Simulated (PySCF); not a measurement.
Calculation: PBE-D3(BJ)/def2-TZVP in PySCF. Gas-phase values, no solvent. One relaxed conformer stands for a flexible species; it need not be the lowest. Excitations are Tamm–Dancoff values on a coarser integration grid. The basis has no diffuse functions, so Rydberg states are missing or too high.

Reference species (SMILES): `SC=C1SCS1` (H–S–C–C torsion 99°) (neutral, multiplicity 1).

The LUMO is -2.26 eV and the S1 oscillator strength is 0.000. The HOMO is -5.25 eV and the S1–T1 gap (TDA) is 0.19 eV.

Changed species: `S=C1C[C@@H](S)S1` (S–C–S–H torsion 58°).

Q: Give the shifts of the LUMO, S1 oscillator strength, HOMO and S1–T1 gap (TDA).

A: the LUMO drops by 0.63 eV, to -2.89 eV; the S1 oscillator strength is nearly the same; the HOMO falls by 0.15 eV, to -5.40 eV; the S1–T1 gap (TDA) rises by 0.20 eV, to 0.39 eV.
